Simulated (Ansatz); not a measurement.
Consider the redistribution: `[BH2][Ga]([CH3])[BH]O` + `C[Si](C)(F)P` → `[CH3][Ga]([PH2])[BH]O` + `B[Si](C)(C)F`.

Program: Ansatz. Geometries: PBE0-D4/def2-TZVP. ΔE: electronic, gas phase. CCSD(T)/CBS is the MP2 limit (def2-TZVPP, def2-QZVPP) plus CCSD(T) − MP2 in def2-TZVPP, frozen cores. Functionals use def2-TZVPP. B3LYP here is the variant with VWN-RPA as its local correlation; programs differ in this. For Ga outer-core shells are correlated without core-valence functions, which leaves a few kJ/mol of doubt a bond. Scalar relativity is left out up to krypton. Each species was taken in one conformer, which may not be the lowest.

`[BH2][Ga]([CH3])[BH]O`:

Cartesian coordinates in Å:
```
B 0.684 -1.625 -1.762
Ga 0.152 -0.221 -0.346
C -0.441 -0.774 1.481
B 0.114 1.914 -0.577
O -0.346 2.686 0.435
H -0.109 -2.103 -2.526
H 1.814 -2.004 -1.900
H 0.114 -0.227 2.250
H -0.326 -1.841 1.674
H -1.500 -0.524 1.609
H 0.469 2.536 -1.543
H -0.625 2.184 1.207
```

`C[Si](C)(F)P`:

Cartesian coordinates in Å:
```
C 0.910 -1.376 0.605
Si -0.147 -0.119 -0.267
C 0.757 1.474 -0.586
F -0.552 -0.739 -1.698
P -1.987 0.296 0.963
H 0.366 -2.310 0.760
H 1.227 -1.002 1.582
H 1.804 -1.598 0.017
H 1.070 1.934 0.354
H 0.124 2.187 -1.119
H 1.649 1.293 -1.192
H -2.663 0.935 -0.111
H -2.559 -0.975 0.690
```

`[CH3][Ga]([PH2])[BH]O`:

```xyz
12

C    -1.435    1.118   -0.964
Ga   -0.273   -0.127    0.042
P    -1.193   -0.950    2.021
B     1.580   -0.872   -0.619
O     2.702   -0.163   -0.345
H    -1.611    0.743   -1.976
H    -2.397    1.278   -0.475
H    -0.931    2.084   -1.064
H    -1.653    0.311    2.483
H     0.007   -0.929    2.778
H     1.697   -1.917   -1.216
H     3.509   -0.577   -0.665
```

`B[Si](C)(C)F`:

Z-matrix (Å, degrees):
```
Si
C 1 1.869
C 1 1.869 2 110.8
B 1 2.010 2 110.7 3 123.2
F 1 1.616 2 106.8 3 -116.0
H 2 1.093 1 110.7 3 -62.1
H 2 1.092 1 111.7 3 177.4
H 2 1.094 1 110.1 3 57.5
H 3 1.093 1 110.7 2 62.1
H 3 1.092 1 111.7 2 -177.4
H 3 1.093 1 110.1 2 -57.5
H 4 1.199 1 119.4 2 -61.5
H 4 1.196 1 123.9 2 118.5
```

| level | ΔE (kcal/mol) | difference from CCSD(T)/CBS |
| --- | --- | --- |
| PBE-D4 | -4.9 | 0.4 |
| r2SCAN-D4 | -5.2 | 0.1 |
| PBE0-D4 | -5.7 | -0.4 |
| B3LYP-D4 | -6.1 | -0.8 |
| ωB97X-V | -5.5 | -0.2 |
| ωB97M-V | -4.9 | 0.4 |
| B2PLYP | -6.5 | -1.2 |
| PBE | -5.3 | 0.0 |
| r2SCAN | -5.3 | 0.0 |
| PBE0 | -6.1 | -0.8 |
| B3LYP | -6.7 | -1.4 |
| HF/def2-TZVPP | -8.6 | -3.3 |
| MP2/def2-TZVPP | -6.0 | -0.7 |
| SCS-MP2/def2-TZVPP | -6.3 | -1.0 |
| CCSD/def2-TZVPP | -6.2 | -0.9 |
| CCSD(T)/def2-TZVPP | -5.9 | -0.6 |
| HF/def2-QZVPP | -8.6 | -3.3 |
| MP2/def2-QZVPP | -5.6 | -0.3 |
| SCS-MP2/def2-QZVPP | -6.0 | -0.7 |
| HF/CBS(def2) | -8.6 | -3.3 |
| MP2/CBS(def2) | -5.4 | -0.1 |
| CCSD/CBS(def2) | -5.7 | -0.4 |
| CCSD(T)/CBS | -5.3 | 0 |

Largest T1 diagnostic among the species: 0.014.

From PBE to PBE0 (25 % exact exchange), in def2-TZVPP and without D4, ΔE moves by −0.7 kcal/mol. In def2-TZVPP, CCSD(T) changes the Hartree–Fock value by +2.7 kcal/mol (the triples alone add +0.3 kcal/mol) and MP2 by +2.6 kcal/mol.

CCSD(T)/CBS has its own doubt, a few kJ/mol and more with outer-core shells, so smaller differences from it don't rank the levels.
